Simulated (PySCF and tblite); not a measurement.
Values are calculated unless marked as measured or tabulated.
Stationary points of C4H4F3N3O at PBE0-D3(BJ)/def2-SVP, in Å:

Structure A

```
 1 C     2.699    0.401    0.053
 2 C     1.368   -0.254   -0.009
 3 N     1.216   -1.558   -0.133
 4 N    -0.123   -1.704   -0.145
 5 C    -0.698   -0.498   -0.027
 6 O    -2.041   -0.408   -0.011
 7 C    -2.630    0.827    0.032
 8 F    -2.314    1.484    1.131
 9 F    -3.931    0.613    0.018
10 F    -2.302    1.559   -1.016
11 N     0.193    0.446    0.062
12 H     3.490   -0.355   -0.030
13 H     2.817    0.947    1.000
14 H     2.807    1.131   -0.763
15 H    -0.560   -2.612   -0.232
```

Structure B

```
 1 C     2.617    0.300    0.022
 2 C     1.267   -0.313    0.043
 3 N     1.077   -1.640    0.043
 4 N    -0.351   -1.816    0.035
 5 C    -0.804   -0.562    0.030
 6 O    -2.132   -0.360   -0.005
 7 C    -2.634    0.911    0.027
 8 F    -2.296    1.546    1.135
 9 F    -3.945    0.792   -0.017
10 F    -2.233    1.624   -1.012
11 N     0.122    0.379    0.104
12 H     3.389   -0.479    0.015
13 H     2.756    0.939    0.906
14 H     2.734    0.939   -0.866
15 H     0.434   -2.226   -0.826
```

Structure C

```
 1 C     2.562    0.216    0.030
 2 C     1.173   -0.304   -0.009
 3 N     0.843   -1.609   -0.084
 4 N    -0.488   -1.778   -0.081
 5 C    -0.896   -0.534    0.004
 6 O    -2.225   -0.283    0.040
 7 C    -2.679    0.995   -0.002
 8 F    -2.301    1.699    1.054
 9 F    -3.997    0.926   -0.011
10 F    -2.281    1.633   -1.094
11 N     0.061    0.409    0.050
12 H     3.224   -0.346   -0.645
13 H     2.978    0.158    1.048
14 H     2.555    1.270   -0.273
15 H     1.453   -2.415   -0.144
```

The path came from a restrained scan, a climbing-image band and a saddle search at GFN2-xTB; energies are PBE0/pcSseg-1 + D3(BJ)//PBE0-D3(BJ)/def2-SVP, thermal terms GFN2-xTB.

Which structure is a saddle point, and along which motion?

B: one imaginary mode (1679i cm⁻¹ at GFN2-xTB, mostly on H15), along the shift of hydrogen on N4 from N4 to N3.

Give their symmetry and energies above the lowest.

A Cs, 1.1 kcal/mol; B C1, 53.0 kcal/mol; C Cs, 0.0 kcal/mol.

Tunnelling of the moving H, left out here, will speed the real process. In real samples such hydrogens mostly exchange between molecules or through solvent, far faster than by this path.
